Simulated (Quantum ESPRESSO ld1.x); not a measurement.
Results of a calculation; reference values are marked as such.
One sound ld1.x (Quantum ESPRESSO 7.5) input for neutral barium gives E = -8129.312 hartree in 30 iterations:

```
 &input
    zed=56.0,
    iswitch=1,
    rel=1,
    dft='PZ',
    config='[Xe] 6s2',
    prefix='ld1',
    max_out_wfc=37,
    file_charge='ld1.rho',
 /
```

Changed or added lines, one case at a time, and what came of them:

- tr2=1e-3: inaccurate. The cycle stops early, after 6 iterations, and the energy is off by +0.4617 hartree against the sound run.
- config='[Xe] 6s2 7p2': spurious. The string holds 58 electrons for Z = 56, so the species has charge -2 and is not the one meant. The equations of the added shell fail (the log warns of at least one error in the KS equations), so the printed solution is spurious even though the residual is small.
- zed=118.0: refused. The program stops in ld1_readin with "wrong nuclear charge zed: 118.00": zed must lie above 0 and at most 103.
- config='[Xe] 6s2 8s1': refused. The program stops in el_config with "wrong main quantum number": the config string takes n from 1 to 7 alone.
- config='[Xe] 6s': refused. The program stops in el_config with "no occupancy field?": each term needs its occupation.
- xmin=-2.0: silently wrong. The mesh starts too far from the nucleus; the run ends without a warning, but the energy is off by +159.3 hartree against the default mesh.
- rel=2 cau_fact=35.60: crashed. The program stops in dirsol with "no classical turning point found": with c below Z the Dirac equation of a point nucleus has no 1s solution.
